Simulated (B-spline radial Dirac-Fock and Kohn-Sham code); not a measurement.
## Energy-loss ionisation edge M5 of Sm

System: neutral samarium in the configuration [Xe] 4f6 6s2. Model: the first Born approximation with generalised oscillator strengths from a Dirac-Hartree-Slater potential (longitudinal and transverse terms; continuum final states only, so no white lines or fine structure). Program: a B-spline atomic structure program. The edge is taken at 1083.4 eV (tabulated value).

Partial cross sections σ(β, Δ) in barn, integrated over a window Δ above the edge and up to the collection semi-angle β, for parallel illumination:

```
E₀ (kV)  β (mrad)  Δ = 25 eV  Δ = 50 eV  Δ = 100 eV  Δ = 200 eV  Δ = 300 eV
     60        10        130        330         674        1180        1520
     80        10        149        379         779        1370        1780
     80        20        299        761        1580        2830        3720
    100         5       64.4        163         332         578         744
    100        10        162        412         848        1500        1950
    100        20        296        756        1570        2820        3730
    100       100          ?          ?           ?           ?           ?
    120        20        292        745        1550        2800        3710
    120       100        472       1200        2520        4650        6310
    200         5        100        255         524         927        1210
    200       100        372        945        1990        3670        4990
    300        10        196        502        1050        1890        2510
    300        20        264        677        1420        2580        3460
    300        50        315        801        1680        3110        4210
```

Question: Give the row for 100 kV and 100 mrad.

Answer: 518 b for 25 eV, 1320 b for 50 eV, 2760 b for 100 eV, 5100 b for 200 eV, 6930 b for 300 eV.

Values without a named source are computed, but for edge energies of neutral atoms, which are taken from tables.
